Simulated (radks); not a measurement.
Dipole-allowed excitations along the series with 11 electrons in [Ne] 3s1. All-electron calculation, scalar-relativistic Kohn-Sham, PBE, spin-polarised, spherical densities, finite nucleus; open shells are filled with parallel spins first; Fermi nuclear charge, rms radius of each element as measured or else 0.836 A^(1/3) + 0.57 fm. Program: a radial shooting solver on a logarithmic mesh with Libxc functionals. Time-dependent linear response with the Hartree and adiabatic LDA kernel, continuum included through the Sternheimer equations, no spin-orbit coupling, so fine structure and intercombination lines are absent. Lines are the poles of the dipole polarisability below minus the highest occupied eigenvalue, found on a grid refined at the orbital gaps; the lowest seven at most are given, and weak or close lines can be missed. The first line takes the name of the lowest orbital gap if no other gap lies below it; otherwise a line is named after a gap within 0.6 % of it, if that gap stands alone.

species  -e(HOMO) (eV)  lowest orbital gap (eV)  first line (eV)      f  strongest line (eV)  its f  static alpha (bohr^3)
Ge21+           863.86             3s-3p 51.316   54.510 (3s-3p)  0.310            the first  0.310                0.08072
As22+           939.61             3s-3p 54.291   57.630 (3s-3p)  0.303            the first  0.303                0.07057
Se23+           1018.6             3s-3p 57.375   60.865 (3s-3p)  0.296            the first  0.296                0.06195
Br24+           1100.8             3s-3p 60.578   64.216 (3s-3p)  0.291            the first  0.291                0.05458
Kr25+           1186.3             3s-3p 63.908   67.697 (3s-3p)  0.286       581.50 (3s-4p)  0.286                0.04826
